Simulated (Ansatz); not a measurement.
C2H6ClFGeSe, SMILES `C[Se][Ge]([CH3])([F])[Cl]`. Total charge 0; spin multiplicity 1. Correlated methods include outer-core shells of Ge, Se, which these sets cover unevenly. Scalar relativity is left out up to krypton.

Z-matrix (Å, degrees):
```
C
Se 1 1.959
H 1 1.088 2 110.0
H 1 1.088 2 111.0 3 -123.3
H 1 1.089 2 105.5 3 118.3
Ge 2 2.327 1 96.2 3 56.0
F 6 1.734 2 104.9 1 -165.1
C 6 1.931 2 118.8 1 74.7
Cl 6 2.154 2 110.0 1 -51.0
H 8 1.090 6 108.9 2 178.2
H 8 1.090 6 109.1 2 58.1
H 8 1.090 6 109.8 2 -62.0
```

Problem. Give the diagnostics of a CCSD(T)/def2-TZVPP run (frozen core, Ansatz 0.2.0). (Best estimate.)

Solution. Computed: T1 = 0.0102, largest single amplitude 0.013, largest double 0.024, (T) share of the correlation energy 3.7 %, 9 CCSD cycles. The RHF solution is stable towards an unrestricted one. T1 lies under the customary mark of 0.02 for closed shells.
